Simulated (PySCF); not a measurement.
C₃H₉ClGe.
SMILES: `C[C](C)(Cl)[GeH3]`

The calculation used PBE0-D3(BJ)/def2-SVP geometry optimisation, gas phase (PySCF).

Take the most abundant isotopes and a rigid rotor. 

Give the principal moments of inertia and the rotational constants in cm⁻¹.

Ia = 156.34, Ib = 311.99, Ic = 353.36 u·Å²; 505379 MHz·u·Å²/I gives 3233, 1620 and 1430 MHz, that is A = 0.10783, B = 0.05403, C = 0.04771 cm⁻¹.

What kind of rotor is it?

An asymmetric top: κ = (2 × 1620 − 3233 − 1430)/(3233 − 1430) = -0.79.

Is it planar, by Δ = Ic − Ia − Ib?

Not planar: Δ = Ic − Ia − Ib = -114.97 u·Å². For a rigid frame Δ = −2 Σ m c², so Σ m c² = 57.49 u·Å² lies off the ab plane: 19.35 from hydrogen and 38.13 from heavier atoms. The atom farthest from that plane is 2.17 Å away.

Give the other two planar moments, Paa and Pbb, and the rms extents of the mass along the axes.

Paa = Σ m a² = (Ib + Ic − Ia)/2 = 254.51 and Pbb = Σ m b² = (Ia + Ic − Ib)/2 = 98.85 u·Å². With the mass M = 153.96 u, the rms extents √(P/M) along a, b and c are 1.29, 0.80, 0.61 Å.

Give the coordinates in the principal-axis frame, origin at the centre of mass.

The sense of each axis is arbitrary; atoms in the order of the calculation.
```
atom  mass (u)   a (Å)   b (Å)   c (Å)
  C1    12.000   0.953   1.305  -1.261
  C2    12.000   0.641   0.521   0.000
  C3    12.000   0.958   1.305   1.260
 Cl4    34.969   1.678  -0.982  -0.001
 Ge5    73.921  -1.223  -0.154   0.001
  H6     1.008   0.331   2.214  -1.302
  H7     1.008   0.758   0.711  -2.166
  H8     1.008   2.012   1.610  -1.274
  H9     1.008   0.352   2.225   1.293
 H10     1.008   0.750   0.719   2.167
 H11     1.008   2.022   1.594   1.276
 H12     1.008  -1.443  -1.023  -1.247
 H13     1.008  -1.464  -0.973   1.279
 H14     1.008  -2.193   1.048  -0.031
```

Which lines would a microwave search look for?

The dipole components are |μa| = 0.52 D, |μb| = 1.70 D, |μc| = 0.00 D. The squared components, which scale the intensities, stand as 0.09 : 1.00 : 0.00 (a : b : c). Some lines, for components of 0.1 D or more:

```tsv
type	branch	J(Ka,Kc)	MHz	lower level (cm⁻¹)
a	Q	2(1,1) ← 2(1,2)	569	0.353
b	Q	1(1,0) ← 1(0,1)	1802	0.102
b	Q	2(1,1) ← 2(0,2)	2008	0.305
a	R	1(0,1) ← 0(0,0)	3050	0.000
b	R	2(0,2) ← 1(1,1)	4472	0.156
b	R	1(1,1) ← 0(0,0)	4663	0.000
b	Q	2(2,0) ← 2(1,1)	4854	0.372
b	Q	2(2,1) ← 2(1,2)	5407	0.353
a	R	2(1,2) ← 1(1,1)	5911	0.156
a	R	2(0,2) ← 1(0,1)	6084	0.102
a	R	2(1,1) ← 1(1,0)	6290	0.162
b	R	2(1,2) ← 1(0,1)	7523	0.102
b	R	2(2,1) ← 1(1,0)	11128	0.162
b	R	2(2,0) ← 1(1,1)	11334	0.156
```

No PBE0-D3(BJ)/def2-SVP frequencies stand behind this structure, so it isn't proved a minimum. No vibrational averaging or centrifugal distortion is included, and the geometry carries the error of its method. A rigid rotor knows nothing of internal rotation, which can split or shift real lines. Quadrupole hyperfine structure (35Cl) is left out.
